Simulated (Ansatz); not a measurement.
Consider the substitution at a C–Sn bond: `N[C](=O)[SnH3]` + CH₃NH₂ → `CNC(N)=O` + `[SnH4]`.

Program: Ansatz. Geometries: PBE0-D4/def2-TZVP. ΔE: electronic, gas phase. CCSD(T)/CBS is the MP2 limit (def2-TZVPP, def2-QZVPP) plus CCSD(T) − MP2 in def2-TZVPP, frozen cores. DFT in def2-TZVPP. Elements past krypton have def2 core potentials. For Sn outer-core shells are correlated without core-valence functions, which leaves a few kJ/mol of doubt a bond. Each species was taken in one conformer, which may not be the lowest.

`N[C](=O)[SnH3]`:

Cartesian coordinates in Å:
```
N -0.197 1.172 1.169
C 0.498 0.081 0.773
O 1.404 -0.395 1.415
Sn -0.093 -0.830 -1.142
H -0.947 1.549 0.618
H 0.045 1.617 2.042
H -1.401 0.028 -1.846
H -0.559 -2.438 -0.842
H 1.249 -0.785 -2.187
```

CH₃NH₂:

Cartesian coordinates in Å:
```
C -0.161 0.002 0.545
N 0.450 0.236 -0.752
H -0.924 -0.789 0.570
H -0.627 0.925 0.898
H 0.615 -0.260 1.269
H -0.251 0.491 -1.436
H 0.897 -0.605 -1.093
```

`CNC(N)=O`:

Z-matrix (Å, degrees):
```
C
N 1 1.441
H 1 1.091 2 109.7
H 1 1.088 2 108.3 3 118.9
H 1 1.096 2 112.7 3 -121.7
C 2 1.369 1 119.8 3 -154.6
H 2 1.006 1 117.1 3 53.9
O 6 1.214 2 123.5 1 8.3
N 6 1.382 2 114.0 1 -171.0
H 9 1.006 6 112.6 2 -167.3
H 9 1.007 6 117.8 2 -30.7
```

`[SnH4]`:

```xyz
5

Sn    0.000    0.000    0.000
H    -0.014    0.771   -1.519
H     0.669    1.049    1.164
H     0.939   -1.419   -0.092
H    -1.594   -0.402    0.448
```

```
         species  ωB97M-V energy (Eh)
`N[C](=O)[SnH3]`           -385.32825
          CH₃NH₂            -95.84061
      `CNC(N)=O`           -264.58997
        `[SnH4]`           -216.59851
```

**Question.** Work out ΔE.

**Answer.** ΔE = (-264.58997) + (-216.59851) − (-385.32825) − (-95.84061) = -0.01962 Eh = -12.3 kcal/mol. CCSD(T)/CBS gives -9.8 kcal/mol.

Largest T1 diagnostic among the species: 0.016.

From PBE to PBE0 (25 % exact exchange), in def2-TZVPP and without D4, ΔE moves by −2.8 kcal/mol. In def2-TZVPP, CCSD(T) changes the Hartree–Fock value by +5.3 kcal/mol (the triples alone add +0.9 kcal/mol) and MP2 by +5.7 kcal/mol.
